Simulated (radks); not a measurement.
Charge is removed step by step from the 4d (averaged over the sub-levels emptied) level of neutral tellurium, starting from [Kr] 4d10 5s2 5p4. Calculated with a radial shooting solver on a logarithmic mesh with Libxc functionals: Dirac Kohn-Sham, PBE, spin-unpolarised, spherical densities, point nucleus; open shells are shared between the two j in proportion to 2j + 1.

| removed (e) | E - E(0) (eV) | eigenvalue (eV) | E minus straight line (eV) |
|---|---|---|---|
| 0 | 0.000 | -41.605 | 0.000 |
| 0.125 | 5.314 | -43.431 | -0.838 |
| 0.25 | 10.859 | -45.295 | -1.445 |
| 0.375 | 16.640 | -47.195 | -1.816 |
| 0.5 | 22.660 | -49.129 | -1.948 |
| 0.625 | 28.923 | -51.096 | -1.837 |
| 0.75 | 35.435 | -53.093 | -1.477 |
| 0.875 | 42.198 | -55.120 | -0.866 |
| 1 | 49.216 | -57.176 | 0.000 |

Removing the whole electron costs 49.216 eV by Delta-SCF, against 41.605 eV from minus the eigenvalue at the starting occupation. Slater's transition state (half an electron removed) gives 49.129 eV. Integrating minus the eigenvalue over the occupation (Janak's theorem) gives 49.216 eV. The mean slope of the eigenvalue, de/dn, is 15.6 eV per electron.
